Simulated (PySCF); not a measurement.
Ranking problems on computed properties.

Each SMILES stands for a single optimised conformer of the isolated species, non-relativistic unless stated. Electronic properties by PySCF.

The conformers computed, where there is a choice (atom-mapped SMILES and torsion angles):
- `[CH3:1][S:2](=[O:3])(=[O:4])[C:5]1=[CH:6][CH2:7][CH:8]=[CH:9][CH:10]=[CH:11]1`: C1–S2–C5–C6 108°
- `[CH3:1][CH2:2][S:3](=[O:4])(=[O:5])[c:6]1[cH:7][cH:8][cH:9][cH:10][cH:11]1`: C1–C2–S3–O4 65°, C2–S3–C6–C7 89°
- `[CH3:1][NH:2][Si@@H:3]([C:4]#[N:5])[SiH2:6][CH2:7][SiH3:8]`: C1–N2–Si3–C4 -78°, N2–Si3–Si6–C7 52°, Si3–Si6–C7–Si8 63°
- `[CH:1]#[C:2][C:3]1=[C:4]([CH:5]=[O:6])[CH2:7][CH:8][CH2:9]1`: C3–C4–C5–O6 180°
- `[CH3:1][S:2](=[O:3])(=[O:4])[CH-:5][C:6]#[N:7]`: C1–S2–C5–C6 -58°
- `[CH2:1]=[CH:2][c:3]1[cH:4][cH:5][cH:6][cH:7][c:8]1[O-:9]`: C1–C2–C3–C4 0°

The conformers of `CP(N1CCCC1)C(F)(F)F` aren't listed.

Question: Rank by HOMO energy, highest first (PBE0/pcSseg-1 at GFN2-xTB geometries).
A. `CP(N1CCCC1)C(F)(F)F`
B. `CCS(=O)(=O)c1ccccc1`
C. `CN[Si@@H](C#N)[SiH2]C[SiH3]`
D. `O=S(=O)(C1=CCC=CC=C1)C`

Answer: A (-6.22 eV), D (-7.22 eV), C (-7.36 eV), B (-8.01 eV).

Question: Give the two extremes of that set in hartree.

Answer: `CCS(=O)(=O)c1ccccc1`: -0.294 Eh; `CP(N1CCCC1)C(F)(F)F`: -0.228 Eh.

Question: Rank by smallest rotational constant, highest first (GFN2-xTB).
A. `CN[Si@@H](C#N)[SiH2]C[SiH3]`
B. `CS(=O)(=O)[CH-]C#N`
C. `C#CC1=C(C=O)C[CH]C1` [radical]
D. `C=Cc1ccccc1[O-]`

Answer: B (1.547 GHz), D (0.994 GHz), C (0.919 GHz), A (0.543 GHz).

Question: By how much do the two ends of that ranking differ?

Answer: By 1.004 GHz, between `CS(=O)(=O)[CH-]C#N` and `CN[Si@@H](C#N)[SiH2]C[SiH3]`.
